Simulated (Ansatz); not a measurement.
Compare A (`C1[CH2][SnH2][O]1`) with its isomer B (`C=C[O][SnH3]`).

Isolated molecules relaxed with PBE0-D4/def2-TZVP in Ansatz; ΔE leaves out vibrations. CBS: MP2 limit from def2 TZ/QZ plus the TZ coupled-cluster correction, frozen cores. Functionals use def2-TZVPP. def2 core potentials past Kr. For Sn outer-core shells are correlated without core-valence functions, which leaves a few kJ/mol of doubt a bond. One conformer a species, not always the lowest.

**Question.** Which is lower in electronic energy at CCSD(T)/CBS, and by how much? (Best estimate.)

**Answer.** Ansatz gave: A, by 2.6 kcal/mol.

**Question.** Give E(B) − E(A) in kcal/mol with PBE-D4, ωB97M-V, PBE0-D4, HF/def2-TZVPP, r2SCAN-D4, B2PLYP, MP2/def2-TZVPP. (Estimate.)

**Answer.** The calculation gave: PBE-D4 1.5, ωB97M-V 0.6, PBE0-D4 2.6, HF/def2-TZVPP -5.7, r2SCAN-D4 0.3, B2PLYP -0.5, MP2/def2-TZVPP 3.8. The order is the other way round with HF/def2-TZVPP, B2PLYP.

Largest T1 diagnostic: 0.015.

In def2-TZVPP, CCSD(T) changes the Hartree–Fock value by +6.9 kcal/mol (the triples alone add +0.3 kcal/mol) and MP2 by +9.5 kcal/mol. From PBE to PBE0 (25 % exact exchange), in def2-TZVPP and without D4, E(B) − E(A) moves by +1.1 kcal/mol.
